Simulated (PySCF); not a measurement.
Working out the excitation energy of Br²⁺

Br²⁺ [Ar] 3d10 4s2 4p3 (4S) → Br²⁺ [Ar] 3d10 4s1 4p3 5s1 (6S). All numbers are calculated (PySCF 2.14, scalar relativity by spin-free X2C-1e, in aug-cc-pVDZ-DK (6s5p3d, 36 functions)). Frozen: [Ar] 3d10. Energies in hartree (1 hartree = 27.21139 eV):

| part | Br²⁺ (lower) | Br²⁺ (upper) |
| --- | --- | --- |
| UHF | -2603.161868 | -2602.209742 |
| MP2 opposite-spin | -0.042307 | 0.000000 |
| MP2 same-spin | -0.014899 | -0.023280 |

What does Hartree-Fock give?

(-2602.209742) − (-2603.161868) = 0.952126 hartree = 25.909 eV.

What do MP2 and SCS-MP2 (6/5 opposite-spin, 1/3 same-spin) give?

The opposite-spin parts differ by 1.151 eV and the same-spin parts by -0.228 eV. MP2: 25.909 + (1.151) + (-0.228) = 26.832 eV. SCS-MP2: 25.909 + 1.2 × (1.151) + (-0.228)/3 = 27.214 eV.

A double-zeta basis recovers only part of the correlation energy.
